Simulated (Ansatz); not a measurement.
# Molecular dynamics, step by step

CH$_{3}$O$_{2}$Si (charge +1), closed shell, PBE0-D4/STO-3G (Ansatz 0.2.0). Settings (timestep in fs, temperature in K; T counts 15 degrees of freedom):

```yaml
hamiltonian: {xc: pbe0, dispersion: d4}
md: {n_steps: 60, timestep: 0.5, temperature: 100, ensemble: nve, seed: 981, initial_velocities: maxwell_boltzmann}
```

Start:

C1  (-0.381, 0.995, 0.687)
Si2  (0.196, -0.445, -0.279)
O3  (0.840, 0.070, 1.075)
O4  (0.484, -1.605, -1.269)
H5  (-1.185, 0.919, 1.415)
H6  (-0.059, 2.009, 0.464)
H7  (0.106, -1.943, -2.092)
(Å)

| step | time (fs) | potential energy less the start (meV) | kinetic energy (meV) | T (K) |
| --- | --- | --- | --- | --- |
| 0 | 0.00 | 0.0 | 64.6 | 100 |
| 4 | 2.00 | -107.2 | 170.4 | 264 |
| 8 | 4.00 | -187.6 | 251.7 | 389 |
| 12 | 6.00 | -341.9 | 405.4 | 627 |
| 16 | 8.00 | -467.3 | 530.7 | 821 |
| 20 | 10.00 | -486.0 | 549.0 | 849 |
| 24 | 12.00 | -380.2 | 443.6 | 686 |
| 28 | 14.00 | -236.9 | 300.6 | 465 |
| 32 | 16.00 | -123.1 | 186.9 | 289 |
| 36 | 18.00 | -105.8 | 169.7 | 263 |
| 40 | 20.00 | -168.1 | 231.5 | 358 |
| 44 | 22.00 | -217.4 | 281.2 | 435 |
| 48 | 24.00 | -304.5 | 367.5 | 569 |
| 52 | 26.00 | -304.2 | 368.1 | 570 |
| 56 | 28.00 | -325.6 | 388.8 | 602 |
| 60 | 30.00 | -282.4 | 346.3 | 536 |

Step 16, positions (Å) and forces (eV/Å):

```json
{"atom": "C1", "x": "-0.373", "y": "0.991", "z": "0.698", "Fx": "0.989", "Fy": "-0.269", "Fz": "0.473"}
{"atom": "Si2", "x": "0.163", "y": "-0.440", "z": "-0.300", "Fx": "-0.521", "Fy": "1.622", "Fz": "1.395"}
{"atom": "O3", "x": "0.862", "y": "0.096", "z": "1.123", "Fx": "-0.612", "Fy": "-0.227", "Fz": "-0.741"}
{"atom": "O4", "x": "0.522", "y": "-1.655", "z": "-1.291", "Fx": "1.135", "Fy": "-1.035", "Fz": "0.171"}
{"atom": "H5", "x": "-1.195", "y": "0.991", "z": "1.442", "Fx": "-0.108", "Fy": "-0.237", "Fz": "-0.259"}
{"atom": "H6", "x": "-0.030", "y": "2.009", "z": "0.441", "Fx": "-0.207", "Fy": "0.136", "Fz": "-0.247"}
{"atom": "H7", "x": "-0.064", "y": "-1.707", "z": "-2.096", "Fx": "-0.677", "Fy": "0.010", "Fz": "-0.793"}
```

Step 24, positions (Å) and forces (eV/Å):

```
atom       x       y       z      Fx      Fy      Fz
  C1  -0.351   0.985   0.711   0.498   0.433   0.233
 Si2   0.138  -0.423  -0.302   1.235  -0.172   1.419
  O3   0.870   0.108   1.146  -1.094  -0.408  -1.621
  O4   0.552  -1.702  -1.313  -1.729   1.140  -0.887
  H5  -1.215   0.986   1.387  -0.338  -0.254   0.257
  H6  -0.079   2.002   0.386   0.082   0.207  -0.063
  H7  -0.184  -1.530  -2.064   1.346  -0.946   0.663
```

Step 32, positions (Å) and forces (eV/Å):

```
atom       x       y       z      Fx      Fy      Fz
  C1  -0.324   0.984   0.728  -1.421   1.714   0.426
 Si2   0.120  -0.408  -0.298   2.257  -2.122   0.320
  O3   0.868   0.116   1.153  -0.777  -0.537  -1.575
  O4   0.570  -1.738  -1.340  -0.706   2.359   1.957
  H5  -1.262   0.946   1.355   0.805  -0.008  -0.191
  H6  -0.118   2.015   0.328   0.134  -0.478   0.535
  H7  -0.163  -1.484  -1.997  -0.294  -0.929  -1.472
```

Last step (60):

C1  (-0.335, 1.056, 0.767)
Si2  (0.126, -0.439, -0.302)
O3  (0.841, 0.099, 1.098)
O4  (0.567, -1.699, -1.317)
H5  (-1.148, 0.987, 1.491)
H6  (-0.017, 2.087, 0.584)
H7  (0.068, -1.917, -2.209)
(Å)

Hardware: 2 CPU threads of an Intel Xeon, shared host. Wall time about 80 s.
